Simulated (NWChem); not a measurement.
System: C$_{4}$H$_{7}$F; SMILES C=C[C@H](C)F

NWChem printed, in part:

```
             Northwest Computational Chemistry Package (NWChem) 7.3.0
             --------------------------------------------------------

                             Geometry "geometry" -> ""
                             -------------------------

 Output coordinates in angstroms (scale by  1.889725989 to convert to a.u.)

  No.       Tag          Charge          X              Y              Z
 ---- ---------------- ---------- -------------- -------------- --------------
    1 C                    6.0000     0.04626500     1.93491400     0.26484400
    2 C                    6.0000    -0.57771100     0.89464300    -0.28426300
    3 C                    6.0000     0.01334000    -0.47671900    -0.40281700
    4 C                    6.0000    -0.79591400    -1.53334700     0.32315300
    5 F                    9.0000     1.29902900    -0.48425300     0.09527000
    6 H                    1.0000     1.05888600     1.83100200     0.66258200
    7 H                    1.0000    -0.43273500     2.91479800     0.32972400
    8 H                    1.0000    -1.59132400     1.00204900    -0.68871000
    9 H                    1.0000     0.08194000    -0.74153000    -1.47630600
   10 H                    1.0000    -0.32534000    -2.52033300     0.20689400
   11 H                    1.0000    -1.81890900    -1.58564000    -0.07801800
   12 H                    1.0000    -0.85376800    -1.29198900     1.39482700

 Effective nuclear repulsion energy (a.u.)     176.3925092758

                                 NWChem DFT Module
                                 -----------------

 Summary of "ao basis" -> "ao basis" (spherical)
 ------------------------------------------------------------------------------
       Tag                 Description            Shells   Functions and Types
 ---------------- ------------------------------  ------  ---------------------
 C                          def2-svp                 6       14   3s2p1d
 F                          def2-svp                 6       14   3s2p1d
 H                          def2-svp                 3        5   2s1p

 in cosmo_initialize ...
 calling solv_data for solv:toluene

 solvent parameters
 solvname_short: toluene
 solvname_long:  toluene
 dielec:        2.3741
 dielecinf:     2.2383
 nonaqueous SMD model solvent descriptors
 dielec:        2.3741
 sola:          0.0000
 solb:          0.1400
 solc:          0.8570
 solg:         40.2000
 solh:          0.0000
 soln:          1.4961

[...]

                                COSMO-SMD solvation results
                                ---------------------------

             internal energy in gas <Psi(g)|H|Psi(g)> =      -255.976111052782
         internal energy in solvent <Psi(s)|H|Psi(s)> =      -255.975820771143
                               delta internal energy  =         0.000290281639 (    0.18 kcal/mol)
   total free energy in solvent <Psi(s)|H+V/2|Psi(s)> =      -255.979498838177
 polarization energy contribution <Psi(s)|V/2|Psi(s)> =        -0.003678067034 (   -2.31 kcal/mol)
    total free energy in solvent including G(SMD-CDS) =      -255.981310597906
                       G(SMD-CDS) energy contribution =        -0.001811759729 (   -1.14 kcal/mol)
     1 M fixed-concentration free energy of solvation =        -0.005199545124 (   -3.26 kcal/mol)

                       DFT Final Molecular Orbital Analysis
                       ------------------------------------

 Vector   18  Occ=2.000000D+00  E=-3.571603D-01
              MO Center=  3.1D-01, -5.1D-01, -4.9D-02, r^2= 2.4D+00
   Bfn.  Coefficient  Atom+Function         Bfn.  Coefficient  Atom+Function
  ----- ------------  ---------------      ----- ------------  ---------------
    62      0.368006   5 F  pz               65     -0.263304   5 F  pz
    61     -0.254296   5 F  py               34      0.212293   3 C  pz
    46      0.203142   4 C  px               64      0.185634   5 F  py
    86     -0.175428   9 H  s                33     -0.157341   3 C  py
    48     -0.155810   4 C  pz               60     -0.146073   5 F  px

 Vector   19  Occ=2.000000D+00  E=-3.407793D-01
              MO Center=  1.3D-02, -4.4D-02, -1.2D-01, r^2= 3.3D+00
   Bfn.  Coefficient  Atom+Function         Bfn.  Coefficient  Atom+Function
  ----- ------------  ---------------      ----- ------------  ---------------
    33     -0.277566   3 C  py               61     -0.276377   5 F  py
    19      0.263672   2 C  py               64      0.202392   5 F  py
    86      0.201716   9 H  s                62     -0.160634   5 F  pz
    47      0.158887   4 C  py               76     -0.155221   7 H  s
    91     -0.155272  10 H  s                18     -0.150125   2 C  px

 Vector   20  Occ=2.000000D+00  E=-2.792340D-01
              MO Center= -2.2D-01,  1.2D+00, -3.9D-02, r^2= 2.2D+00
   Bfn.  Coefficient  Atom+Function         Bfn.  Coefficient  Atom+Function
  ----- ------------  ---------------      ----- ------------  ---------------
     6      0.355423   1 C  pz               20      0.328578   2 C  pz
     9      0.253512   1 C  pz               23      0.229897   2 C  pz
    86      0.152922   9 H  s                 4     -0.150791   1 C  px
    18     -0.142453   2 C  px               45     -0.138894   4 C  s
    34     -0.130440   3 C  pz                7     -0.109138   1 C  px

 Vector   21  Occ=0.000000D+00  E= 1.183441D-02
              MO Center= -2.6D-01,  1.2D+00, -3.2D-02, r^2= 2.9D+00
   Bfn.  Coefficient  Atom+Function         Bfn.  Coefficient  Atom+Function
  ----- ------------  ---------------      ----- ------------  ---------------
     9      0.568986   1 C  pz               23     -0.559139   2 C  pz
    45      0.392588   4 C  s                20     -0.376050   2 C  pz
     6      0.362368   1 C  pz               92     -0.290511  10 H  s
    87     -0.245705   9 H  s                 7     -0.222729   1 C  px
    22      0.207052   2 C  py               21      0.199921   2 C  px

[...]
```

Level: PBE0/def2-SVP, SMD on the gas-phase geometry. All runs use the structure optimised with PBE0/def2-SVP. Solvent: toluene.

Task: Reconstruct the input file.

Result: This is not unique; one that fits is the input that was run:
```
start job
memory heap 200 mb stack 900 mb global 1100 mb
geometry units angstroms noautosym nocenter noautoz
  C      0.046265     1.934914     0.264844
  C     -0.577711     0.894643    -0.284263
  C      0.013340    -0.476719    -0.402817
  C     -0.795914    -1.533347     0.323153
  F      1.299029    -0.484253     0.095270
  H      1.058886     1.831002     0.662582
  H     -0.432735     2.914798     0.329724
  H     -1.591324     1.002049    -0.688710
  H      0.081940    -0.741530    -1.476306
  H     -0.325340    -2.520333     0.206894
  H     -1.818909    -1.585640    -0.078018
  H     -0.853768    -1.291989     1.394827
end
basis spherical
  * library def2-svp
end
dft
  xc pbe0
  iterations 150
end
cosmo
  do_cosmo_smd true
  solvent toluene
end
task dft energy
```
